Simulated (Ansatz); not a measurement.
A run for Ansatz (an electronic-structure program): R-RI-MP2/cc-pVTZ on C4F6 (SMILES FC(F)=C(F)C(F)=C(F)F). The basis file is the Basis Set Exchange's JSON of that set.

Ansatz 0.2 input:
```yaml
crystal:
  periodic: [false, false, false]
  atoms:
    - {symbol: F, position_ang: [2.26316515, -0.24824212, -1.20869977]}
    - {symbol: C, position_ang: [1.85474903, -0.16066112, 0.03638017]}
    - {symbol: F, position_ang: [2.85550376, -0.21265129, 0.88861952]}
    - {symbol: C, position_ang: [0.58479424, -0.03339066, 0.42581192]}
    - {symbol: F, position_ang: [0.35033024, 0.04219210, 1.74784368]}
    - {symbol: C, position_ang: [-0.58479424, 0.03339066, -0.42581192]}
    - {symbol: F, position_ang: [-0.35033024, -0.04219210, -1.74784368]}
    - {symbol: C, position_ang: [-1.85474903, 0.16066112, -0.03638017]}
    - {symbol: F, position_ang: [-2.26316515, 0.24824212, 1.20869977]}
    - {symbol: F, position_ang: [-2.85550376, 0.21265129, -0.88861952]}
basis:
  gaussian:
    orbitals: cc-pVTZ
    fitting: {mean_field: def2-universal-JKFIT, correlation: cc-pVTZ-RIFIT.json}
magnetization: {spin_polarized: false}
correlation: {method: mp2, electrons: outside_noble_gas}
scf: {lower_state_search: off}
```

Program output:

```
WARN ansatz: RAYON_NUM_THREADS=4 ignored (pool sized by the plan → 4); use --threads N
Functional definition: HF
these checks for a lower state are left out or cut short: stability, starts, cluster_reference, orbital_swaps, neighbouring_geometries, increment
integrals: 0.45 GiB planned
762 factors; integrals over basis functions are off by at most 8.9e-1 eV
mean field: 0.91 GiB planned
mean field evaluation 1: about -20357.1563 eV, gradient 4.9e1 eV
mean field evaluation 2: about -20360.6080 eV, gradient 2.7e1 eV
mean field evaluation 4: about -20361.6737 eV, gradient 1.3e0 eV
mean field evaluation 8: about -20361.6793 eV, gradient 1.6e-6 eV
mean field -20361.67933262 eV, -748.2779138318 hartree, gradient 1.6e-6 eV, S^2 0.000000; 0 other end points of the search recorded, 0 dependent functions left out
10 core orbitals not correlated
810 factors; their error is unknown
reference -20361.67933262 eV, -748.2779138318 hartree; 29, 29 occupied and 261, 261 virtual orbitals, 810 factors
second order -56.94855468 eV of doubles, -0.00000000 eV of singles
Total energy: -20418.62788730 eV, -750.3707346151 hartree
Checks for a lower state left out: stability, starts, cluster_reference, orbital_swaps, neighbouring_geometries, increment
```

The calculation finished and met its thresholds.

Cost: about 5 core-seconds (a rough figure).
